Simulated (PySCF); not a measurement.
Cl₄Te, SMILES Cl[Te+](Cl)(Cl)Cl, charge +1, multiplicity 2. Atoms are numbered in the order given.

```xyz
5

Te     0.0000     0.0000    -0.2083
Cl     0.0000    -2.3046    -0.9504
Cl     0.0000     2.3046    -0.9504
Cl    -1.7928     0.0000     1.2689
Cl     1.7928     0.0000     1.2689
```
Charge +1, spin multiplicity 2.

Geometry optimised at B3LYP-D3(BJ)/def2-SVP. The def2 effective core potentials stand for the cores of Te; spin–orbit coupling is left out.

These are PySCF 2.14.0 with B3LYP-D3(BJ)/def2-SVP values and carry that method's errors.

Frequencies are harmonic and unscaled.

Computed normal modes with their intensities:
```tsv
mode	ν (cm⁻¹)	IR (km/mol)	moving atoms (share of kinetic energy)
1	49	0.6	Cl 88 %, Te 12 %
2	66	1.1	Cl 75 %, Te 25 %
3	105	0.0	Cl 100 %
4	120	0.5	Cl 90 %, Te 10 %
5	124	1.5	Cl 84 %, Te 16 %
6	254	21.7	Cl 58 %, Te 42 %
7	293	4.0	Cl 96 %
8	383	19.9	Cl 79 %, Te 21 %
9	386	37.9	Cl 73 %, Te 27 %
```
